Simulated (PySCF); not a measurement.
C2H5O, doublet, geometry from GFN2-xTB. Base run: MN15/STO-3G (PySCF).

The PySCF input:
```python
from pyscf import gto, scf, dft

mol = gto.M(
    atom='''
C    -1.22003785   -0.15018634    0.22165959
C     0.18174770    0.29955908    0.36369331
O     1.07789729   -0.19148884   -0.56006942
H    -1.71996174   -0.14101452    1.18910887
H    -1.79804751    0.49294177   -0.45494149
H    -1.23390671   -1.15812005   -0.18589083
H     0.41541138    1.23769409    0.84206121
H     1.94306715    0.20417300   -0.42189986
''',
    basis='sto-3g',
    spin=1,
    verbose=4,
)

mf = dft.UKS(mol)
mf.xc = 'mn15'
mf.kernel()
```

The base run was repeated with changes; each row names its change, and settings that it needs were set with it.

| change | ΔE vs base (µEh) | grid points | electrons on the grid |
|---|---|---|---|
| base | 0.0 | 91360 | 25.00000 |
| grids.radi_method = delley | -0.3 | 98776 | 25.00000 |
| grids.becke_scheme = stratmann | 5.6 | 91360 | 25.00000 |
| grids.level = 7 | 11.2 | 510560 | 25.00000 |
| grids.radi_method = gauss_chebyshev | -1.8 | 89384 | 25.00000 |
| grids.atom_grid = (30, 110) | 36.7 | 19704 | 25.00006 |
| grids.atom_grid = (75, 302) | 0.2 | 116512 | 25.00000 |
| small_rho_cutoff = 0 | 0.0 | 91360 | 25.00000 |
| grids.level = 1 | -44.0 | 27904 | 24.99997 |
| grids.prune = off | 0.2 | 143456 | 25.00000 |
| grids.atom_grid = (150, 974) | 11.2 | 649560 | 25.00000 |

Open shells are given as the SCF converged; they aren't shown to be the lowest states, and a large step between rows can be another state.
